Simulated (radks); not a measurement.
The numbers below are computed, except where a source is named.
Species: neutral hydrogen. Configuration: 1s1. Code: a radial shooting solver on a logarithmic mesh with Libxc functionals. Model: scalar-relativistic Kohn-Sham, LDA (Slater exchange, Perdew-Wang correlation), spin-polarised, spherical densities, finite nucleus; open shells are filled with parallel spins first; Gaussian nuclear charge, rms radius 0.8783 fm.

Normalised radial functions P(r) = r R(r), r in bohr:

```
   r/bohr * 1s up (the largest magnitude, 0.715, reaches the edge; | marks zero)
  0.06808 |         *
  0.07375 |         *
  0.07925 |          *
  0.08585 |           *
    0.093 |            *
  0.09995 |             *
   0.1083 |              *
   0.1164 |               *
    0.126 |                *
   0.1355 |                 *
   0.1467 |                  *
    0.159 |                   *
   0.1708 |                     *
   0.1851 |                      *
   0.1989 |                       *
   0.2154 |                         *
   0.2315 |                          *
   0.2508 |                            *
   0.2717 |                              *
    0.292 |                                *
   0.3163 |                                 *
   0.3399 |                                   *
   0.3682 |                                     *
   0.3957 |                                       *
   0.4286 |                                         *
   0.4643 |                                           *
    0.499 |                                            *
   0.5406 |                                              *
   0.5809 |                                               *
   0.6293 |                                                 *
   0.6763 |                                                  *
   0.7326 |                                                    *
   0.7936 |                                                     *
   0.8529 |                                                     *
   0.9239 |                                                      *
   0.9929 |                                                      *
    1.076 |                                                      *
    1.156 |                                                      *
    1.252 |                                                     *
    1.356 |                                                    *
    1.458 |                                                  *
    1.579 |                                                *
    1.697 |                                              *
    1.838 |                                            *
    1.976 |                                         *
     2.14 |                                      *
    2.318 |                                   *
    2.491 |                                *
    2.699 |                            *
      2.9 |                         *
    3.142 |                      *
    3.377 |                   *
    3.658 |                *
    3.963 |             *
    4.258 |          *
    4.613 |        *
    4.957 |      *
     5.37 |    *
    5.771 |   *
    6.252 |  *
```

1s up: eigenvalue -7.320 eV, 0 radial nodes, <r> = 1.58 bohr, 90 % of the charge inside 2.84 bohr.
